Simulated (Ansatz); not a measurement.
Geometry optimisation, RHF/def2-TZVP in Ansatz 0.2.0.

input.yaml

```yaml
crystal:
  periodic: [false, false, false]
  atoms:
    - { symbol: B, position_ang: [0.068595, -0.608923, -0.226568] }
    - { symbol: H, position_ang: [-0.024264, 0.472071, 1.913098] }
    - { symbol: F, position_ang: [1.142333, 0.113134, -0.397001] }
    - { symbol: F, position_ang: [-1.061875, -0.087092, -0.620661] }
    - { symbol: P, position_ang: [0.117237, -2.34662, 0.589464] }
    - { symbol: H, position_ang: [-0.635935, -3.022455, -0.381685] }
    - { symbol: H, position_ang: [1.381131, -2.74048, 0.12965] }
    - { symbol: H, position_ang: [-0.090223, -0.202035, 2.106002] }
basis:
  gaussian: { orbitals: def2-TZVP }
hamiltonian:
  xc: hf
relax:
  f_tol: 0.03
  max_steps: 50
```

Command:

```bash
$ ansatz run input.yaml --threads 4 --pin off --max-ram 5120MiB --backend cpu --events-out ev --progress --plain --runs-dir out
```

Task: Where does it end, and by what steps?

Result: It converged. The force dipped under the threshold on the way, but the program's further checks kept it going. After 12 steps the energy has fallen by 0.252 eV; H8 moved furthest, 1.15 Å.

```tsv
step	energy less start (eV)	largest force component (eV/Å)	accepted
0	0.0000	1.386	yes
1	-0.1273	0.535	yes
2	-0.1990	0.417	yes
3	-0.2199	0.469	yes
4	-0.2355	0.490	yes
5	-0.2429	0.468	yes
6	-0.1952	1.844	no
7	-0.2478	0.027	yes
8	-0.2502	0.040	yes
9	-0.2434	0.458	no
10	-0.2513	0.007	yes
11	-0.2519	0.016	yes
12	-0.2521	0.024	yes
```

```xyz
8
Properties=species:S:1:pos:R:3
B 0.114 -0.830 -0.501
H -0.096 1.137 2.692
F 1.165 -0.060 -0.557
F -1.012 -0.327 -0.926
P 0.199 -2.595 0.290
H -0.659 -3.242 -0.613
H 1.415 -2.993 -0.285
H -0.229 0.488 3.012
```

Whether the end is a true minimum wasn't checked by a vibrational analysis.

Run time: 12 s on 4 threads of Arm Neoverse V2 (shared host), peak memory 0.31 GiB.
